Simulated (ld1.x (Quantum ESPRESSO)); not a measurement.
## Before and after: TM potential for cobalt (Co)

Co (Z = 27), norm-conserving Troullier–Martins (Kleinman–Bylander form), made with ld1.x (Quantum ESPRESSO) 7.5 (PBE, scalar-relativistic). Core [Ar], reference 3d7 4s2 4p0. Waves: 4s (bound): rc 2.10 bohr; 4p (bound, empty): rc 2.80 bohr; 3d (bound): rc 1.60 bohr. Local part: all-electron potential smoothed inside 2.60 bohr (lloc = -1). Core correction: none.

Change: wave 4p (bound): rc 2.80 bohr becomes 4p (bound): rc 3.56 bohr.

Cutoffs: the cutoffs (Ry, on a coarse ladder) from which the occupation-weighted sum of valence levels, in a spherical-Bessel basis at the reference potential, stays within 10 and 1 mRy of its value at 400 Ry; they do not see the model core or the augmentation charge, which bear on the density cutoff. Errors are all-electron minus pseudo energies relative to the spin-unpolarised reference configuration.

Task: Predict the effect on cutoff, ghosts and configuration errors.

Result: The potential gets neither clearly harder nor softer (100 Ry and 180 Ry → 100 Ry and 180 Ry); of the 7 tests that both files solve, the error grows in 2 and shrinks in 0 by more than 15 % and 0.3 meV (median size 27.1 → 42.5 meV); neither file shows a bound ghost.

```tsv
quantity	base	changed
cutoff, loose	100 Ry	100 Ry
cutoff, tight	180 Ry	180 Ry
bound ghosts	none	none
error for 3d7 4s1 4p0, meV [ΔE 9.03 eV]	+6.1	+6.1
error for 3d7 4s0 4p0, meV [ΔE 25.82 eV]	+73	+73
error for 3d6 4s0 4p0, meV [ΔE 61.69 eV]	-25	-25
error for 3d5 4s0 4p0, meV [ΔE 117.04 eV]	-691	-691
error for 3d7 4s0 4p2, meV [ΔE 8.98 eV]	+17	+32
error for 3d7 4s0 4p1, meV [ΔE 14.40 eV]	+27	+43
error for 3d6 4s2 4p1, meV [ΔE 9.66 eV]	-235	-211
```
